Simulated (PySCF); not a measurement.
**Gas-phase XPS of `CC[Si@H](O)S`, computed**

Compound: C₂H₈OSSi.
SMILES with atom numbers: `[CH3:1][CH2:2][Si@H:3]([OH:4])[SH:5]`

Cartesian coordinates in Å at the GFN2-xTB level; atoms count from 1:
```
atom  x, y, z in Å
C1    -1.8246   -0.1004    0.2964
C2    -0.6138    0.5625   -0.3497
Si3    0.9771   -0.4105   -0.0239
O4     1.1720   -0.4711    1.5811
S5     2.7116    0.5969   -0.8370
H6    -2.7266    0.4827    0.1192
H7    -1.9769   -1.0979   -0.1088
H8    -1.6755   -0.1897    1.3690
H9    -0.7875    0.6563   -1.4232
H10   -0.5142    1.5781    0.0397
H11    0.9741   -1.7526   -0.6009
H12    2.0273   -0.5809    1.9892
H13    2.2526    0.7270   -2.0688
```

Method used: delta-SCF UKS SCAN, pcX-2 on the ionised atom, pcseg-1 elsewhere, spin-free X2C (PySCF 2.14.0). These are vertical core ionisation energies against the vacuum level, from separate self-consistent calculations with and without the core hole.

What binding energy does each computed site have?

```tsv
atom(s)	bonded to	level	binding energy (eV)	2p1/2 (eV)	above the level's lowest (eV)	count
S5	H and Si	S 1s	2476.79	–	0.00	1
Si3	O, S, C and H	Si 1s	1847.33	–	0.00	1
O4	H and Si	O 1s	538.83	–	0.00	1
C1	C and 3 H	C 1s	290.62	–	+0.41	1
C2	C, 2 H and Si	C 1s	290.21	–	0.00	1
Si3	O, S, C and H	Si 2p3/2	107.38	108.01	0.00	1
```

The listed C 1s values span 0.41 eV, from C2 (bonded to C, 2 H and Si) to C1 (bonded to C and 3 H). Summing the Pauling electronegativity differences to the bonded atoms, each weighted by its formal bond order, gives -1.35 for the lowest site and -1.05 for the highest.

Which photon energy gives electrons from S 1s of S5 a kinetic energy of 150 eV, and what is their de Broglie wavelength?

hν = 2476.79 + 150 = 2626.79 eV, recoil neglected; λ = 12.264 Å/√(E/eV) = 1.00 Å.

Which effective nuclear charge Zeff reproduces each element's mean 1s value in the hydrogen-like formula E = 13.606 eV × Zeff²?

C (Z = 6): mean 290.4 eV, Zeff = 4.62, Z − Zeff = 1.38; O (Z = 8): mean 538.8 eV, Zeff = 6.29, Z − Zeff = 1.71; Si (Z = 14): mean 1847.3 eV, Zeff = 11.65, Z − Zeff = 2.35; S (Z = 16): mean 2476.8 eV, Zeff = 13.49, Z − Zeff = 2.51. Means run over the listed sites, weighted by atom count.

Not every level is listed. The 2p values add to the ΔSCF energy of one spin-free hole a correction within the shell (spin–orbit coupling, ligand field). 2p1/2 minus 2p3/2 (ligand field included): Si 0.63 eV. Isolated species at its GFN2-xTB geometry (one conformer only).

On one thread of an Arm Neoverse V1, shared host, this took 70 s wall and 0.61 GiB of memory at its peak.
